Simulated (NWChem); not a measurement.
# C$_{4}$H$_{9}$NSi; SMILES [SiH3]/C=N/C1CC1

```xyz
15

Si     0.0051     2.6097    -0.1870
C     -0.0222     0.8924     0.5947
N      0.0041    -0.1493    -0.1380
C     -0.0167    -1.4240     0.4619
C     -0.7335    -2.5149    -0.2949
C      0.7544    -2.5138    -0.2413
H     -1.2173     3.3709     0.2225
H      1.1941     3.3722     0.3093
H      0.0587     2.4923    -1.6714
H     -0.0617     0.8005     1.7048
H     -0.0563    -1.4607     1.5626
H     -1.2112    -2.2104    -1.2288
H     -1.2863    -3.2510     0.2941
H      1.2977    -2.2085    -1.1383
H      1.2644    -3.2491     0.3861
```
Atoms are numbered in this order, from 1.

Level: PBE0/def2-SVP (NWChem), optimised geometry, unscaled harmonic frequencies. 

Question: List the harmonic frequencies with IR intensities, and the thermochemistry.

Answer: 
| frequency (cm⁻¹) | IR intensity (km/mol) |
|---|---|
| 59 | 0.0 |
| 122 | 3.0 |
| 139 | 1.0 |
| 169 | 2.9 |
| 343 | 4.1 |
| 400 | 0.8 |
| 418 | 2.3 |
| 615 | 40.6 |
| 631 | 34.6 |
| 773 | 4.8 |
| 786 | 1.7 |
| 837 | 0.7 |
| 885 | 7.1 |
| 902 | 57.1 |
| 910 | 312.6 |
| 935 | 21.4 |
| 948 | 61.1 |
| 1000 | 0.2 |
| 1004 | 35.9 |
| 1056 | 1.5 |
| 1062 | 2.7 |
| 1114 | 0.1 |
| 1184 | 0.2 |
| 1210 | 7.1 |
| 1236 | 8.0 |
| 1324 | 25.1 |
| 1395 | 4.6 |
| 1419 | 5.4 |
| 1495 | 6.1 |
| 1731 | 1.0 |
| 2220 | 114.2 |
| 2221 | 109.0 |
| 2262 | 73.7 |
| 2964 | 53.7 |
| 3092 | 31.2 |
| 3158 | 7.6 |
| 3163 | 4.7 |
| 3261 | 0.3 |
| 3269 | 1.5 |

The zero-point energy comes out as 73.9 kcal/mol and the thermal correction to the enthalpy at 298.15 K (with zero-point energy) comes out as 79.3 kcal/mol. The heat capacity Cv is 27.2 cal/(mol K) and the entropy at 298.15 K and 1 atm (symmetry number 1) is 85.8 cal/(mol K). The dipole moment comes out as 1.47 D.

Rigid rotor and harmonic oscillator; modes under 100 cm⁻¹ make the entropy uncertain.
